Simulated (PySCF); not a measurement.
# Nonlinear optical response: SMILES C(C)=C=C=C=CC, C7H8

Cartesian coordinates in Å; atom numbers follow the order of the lines, from 1:
```xyz
15

C    -3.540    0.446    0.360
C    -2.459   -0.585    0.268
C    -1.179   -0.329    0.085
C     0.065   -0.067   -0.090
C     1.309    0.188   -0.273
C     2.589    0.452   -0.447
C     3.579    0.684    0.652
H    -3.138    1.463    0.258
H    -4.297    0.289   -0.427
H    -4.067    0.374    1.326
H    -2.762   -1.638    0.360
H     2.964    0.508   -1.479
H     4.039    1.682    0.558
H     4.400   -0.051    0.597
H     3.110    0.608    1.641
```

Computed, not measured: quadratic response CAM-B3LYP/aug-cc-pVDZ first hyperpolarisability, Taylor convention, gas phase in PySCF. Geometry: PBE0-D3(BJ)/def2-SVP.

(1) Give β for the processes computed.

(2) Which lowest excitations, dipole and polarisabilities go with it?

Results:

(1) In au, Taylor convention; the vector part is βᵢ = ⅓ Σⱼ (βᵢⱼⱼ + βⱼᵢⱼ + βⱼⱼᵢ); β∥ is 3/5 of the vector part along the dipole, the dipole points from − to +:
| process | λ (nm) | β vector norm | β∥ | β HRS | depolarisation ratio |
| --- | --- | --- | --- | --- | --- |
| static β(0;0,0) | ∞ | 42.7 | 25.6 | 33.1 | 2.00 |
| second harmonic β(−2ω;ω,ω) | 1907 | 44.9 | 26.9 | 34.9 | 2.02 |
| Pockels β(−ω;ω,0) | 1907 | 43.4 | 26.1 | – | – |
| second harmonic β(−2ω;ω,ω) | 1064 | 50.6 | 30.4 | 39.6 | 2.04 |
| Pockels β(−ω;ω,0) | 1064 | 45.1 | 27.1 | – | – |

(2) S1 3.78 eV (f = 0.000); S2 3.94 eV (f = 0.000); S3 4.85 eV (f = 0.000); dipole 0.34 D; isotropic α 115.2 au static, 116.0 au at 1907 nm, 117.8 au at 1064 nm, 118.5 au at 953.5 nm, 126.9 au at 532 nm.
